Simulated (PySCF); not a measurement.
SMILES c1c(C)ccc(C=O)c1 at its GFN2-xTB optimised geometry (Å):

```
17

C     -1.5398    -2.5772     0.0149
C     -0.7876    -1.2843     0.0000
C     -1.4584    -0.0652     0.0016
C     -0.7604     1.1258     0.0014
C      0.6337     1.1221    -0.0001
C      1.3853     2.3784    -0.0032
O      2.5869     2.4767    -0.0059
C      1.3102    -0.1000     0.0000
C      0.6060    -1.2843     0.0000
H     -1.1060    -3.2820    -0.6918
H     -1.4849    -3.0266     1.0068
H     -2.5869    -2.4252    -0.2337
H     -2.5390    -0.0537     0.0017
H     -1.2918     2.0670     0.0011
H      0.7411     3.2820    -0.0032
H      2.3899    -0.0904    -0.0013
H      1.1347    -2.2267    -0.0010
```

Computed with PySCF with B3LYP/def2-SVP. Cells within 0.4 Å of a nucleus heavier than hydrogen are left out (blank, or x).

Map of the HOMO amplitude (bohr^(-3/2)), clipped to [-0.25, 0.25] on the plane z = 0.0 Å; orbital energy -6.98 eV, overall sign arbitrary:

```
|4444444444444444444444444|
|4444444444444444444444444|
|4444444444444444455544444|
|4444444444444444555555444|
|4444444444443324566555444|
|4444444444443213588655444|
|444444444444432x69x655444|
|444444444444455x4xx344444|
|4444444444445676400244444|
|4444444455xx4xx6433344444|
|4444444555xx3xx5444444444|
|4444444455544344444444444|
|44444444xx54444x554444444|
|444444444455445x554444444|
|4444444444x55x55554444444|
|4444444444xx5xx5554444444|
|4444444445554444444444444|
|444444445x544444444444444|
|44444444xx444444444444444|
|4444444444444444444444444|
|4444444444444444444444444|
|4444444444444444444444444|
|4444444444444444444444444|
|4444444444444444444444444|
|4444444444444444444444444|
```
Scale: ten equal steps from -0.246 (start of '0') to 0.250 (end of '9'), in the order '0123456789'; x runs from -5.50 to 5.50, y from -5.50 (bottom) to 5.50 (top).
